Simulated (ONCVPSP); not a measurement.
Plane-wave convergence, ONCV potential for silicon

Si, optimised norm-conserving Vanderbilt (ONCV), made with ONCVPSP 4.0.1 (PBEsol, fully relativistic). Core [Ne], reference 3s2 3p1.5 (charge +0.5). Waves: 3s: rc 1.60 bohr, ncon 4, nbas 8, qcut 4.7 1/bohr, 2 projectors, debl 1.4 Ha; 3p: rc 2.35 bohr, ncon 4, nbas 8, qcut 3.6 1/bohr, 1 projector. Local part: polynomial inside 1.15 bohr (lpopt 5, dvloc0 0 Ha). Core correction: Teter function fitted to the true core (icmod 2), fcfact 0.75.

Open shells are filled in proportion to 2j + 1.

Task: For each optimised wave give the share of its norm inside rc, the residual kinetic energy above qcut (Ha) and the cutoffs (Ha) for errors of 10, 1, 0.1 and 0.01 mHa per electron.

Result:

```json
{"wave": "3s", "norm inside rc": "0.278", "residual KE": "4.6e-05", "10 mHa": "5.5", "1 mHa": "8.2", "0.1 mHa": "10.4", "0.01 mHa": "19.2"}
{"wave": "s projector 2", "norm inside rc": "0.179", "residual KE": "1.1e-03", "10 mHa": "6.6", "1 mHa": "13.4", "0.1 mHa": "81.8", "0.01 mHa": "95.8"}
{"wave": "3p j=3/2", "norm inside rc": "0.466", "residual KE": "2.6e-05", "10 mHa": "2.2", "1 mHa": "3.2", "0.1 mHa": "4.2", "0.01 mHa": "18.1"}
{"wave": "3p j=1/2", "norm inside rc": "0.469", "residual KE": "2.5e-05", "10 mHa": "2.2", "1 mHa": "3.2", "0.1 mHa": "4.2", "0.01 mHa": "16.5"}
```

The occupied waves need 8.2 Ha and 10 Ha for 1 and 0.1 mHa. Note: no bound ghost flagged; GHOST(+) flagged for s at 87.6 eV.
